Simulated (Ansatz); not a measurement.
Cu(PH3)(OH) (CuPOH4). Charge 0, multiplicity 1. Geometry B3LYP-D4/def2-TZVP; atoms count from 1.

Cartesian coordinates in Å:
```
Cu 0.170 -0.936 0.038
P -0.380 1.142 -0.090
H -0.437 1.928 1.078
H -1.644 1.478 -0.614
H 0.396 2.018 -0.875
O 0.498 -2.701 0.105
H 1.397 -2.929 0.358
```

(1) Estimate the Mulliken populations from the PBE0/def2-TZVP orbitals of Ansatz.

(2) And the Mayer bond orders between heavy atoms (over 0.3)?

Results:

(1) 
```
atom  charge (e)  d electrons
 Cu1        0.12         9.82
  P2       -0.07            –
  H3        0.11            –
  H4        0.11            –
  H5        0.11            –
  O6       -0.69            –
  H7        0.30            –
```
Mulliken values depend strongly on the basis.

(2) Cu1–P2 0.92 (2.15 Å); Cu1–O6 0.96 (1.80 Å).
